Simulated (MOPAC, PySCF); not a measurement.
Pair of molecules: N2 (SMILES N#N) (first 2 atoms) with HI (SMILES I); geometry from B3LYP-D3(BJ)/def2-TZVP, rigid monomers moved along the line of their centres of mass till N2···H4 is 2.34 Å.
(charge 0, multiplicity 1):
```xyz
4

N      0.102     0.110    -1.005
N      0.210     0.119     0.080
I      0.487     0.157     4.030
H      0.402     0.140     2.417
```

Monomers are frozen at their geometry in the pair; levels with a basis set take the counterpoise correction. Rows marked so take none.

Rows in STO-3G carry no dispersion term and start afresh at each structure; the Pople sets are all-electron and without relativity. The state reached by PM6, PM7 isn't checked; PM7 holds dispersion and hydrogen-bond terms.

Programs: MOPAC for PM6, PM7 (differences of heats of formation); PySCF for STO-3G rows. 

**Question.** One of these levels gives -1.87 kcal/mol for the interaction energy. Which?
A. PM6
B. PM7
C. HF/STO-3G (no counterpoise)

**Answer.** B, PM7. The others give -0.82 (PM6), -0.19 (HF/STO-3G (no counterpoise))
